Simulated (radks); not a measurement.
Kr22+, configuration [Ne] 3s2 3p2. Method: Dirac Kohn-Sham, BLYP, spin-unpolarised, spherical densities, point nucleus; open shells fill j = l - 1/2 first; computed with a radial shooting solver on a logarithmic mesh with Libxc functionals.

Radial electron density D(r) = 4 pi r^2 rho(r):

r (bohr)  D(r) (e/bohr)
0.002422          2.442
0.002709          2.969
0.00303           3.601
0.003362          4.297
0.003761          5.182
0.004207          6.229
0.004705          7.459
0.005263          8.894
0.005839          10.43
0.006531          12.32
0.007306          14.46
0.008171          16.86
0.009067          19.33
0.01014           22.21
0.01134           25.29
0.01269           28.51
0.01419           31.79
0.01575           34.78
0.01761           37.82
0.0197            40.52
0.02204           42.72
0.02465           44.25
0.02735           44.98
0.03059           44.95
0.03421           44.10
0.03827           42.57
0.0428            40.61
0.0475            38.72
0.05312           37.04
0.05942           36.16
0.06646           36.44
0.07434           38.04
0.08249           40.62
0.09226           44.13
0.1032            47.66
0.1154            50.27
0.1291            51.04
0.1433            49.52
0.1602            45.35
0.1792            39.00
0.2005            31.50
0.2242            24.21
0.2488            18.70
0.2783            14.82
0.3113            13.05
0.3482            12.68
0.3863            12.63
0.4321            12.03
0.4833            10.43
0.5406            8.014
0.6046            5.376
0.6709            3.249
0.7504            1.618
0.8394           0.6776
0.9388           0.2352
1.05            0.06671
1.165           0.01694
1.303          0.003006
1.458         0.0003944

D(r) has 3 maxima, at r = 0.0289, 0.127, 0.365 bohr, and minima at 0.0614, 0.354 bohr, inside which lie 2.11, 10.86 electrons.
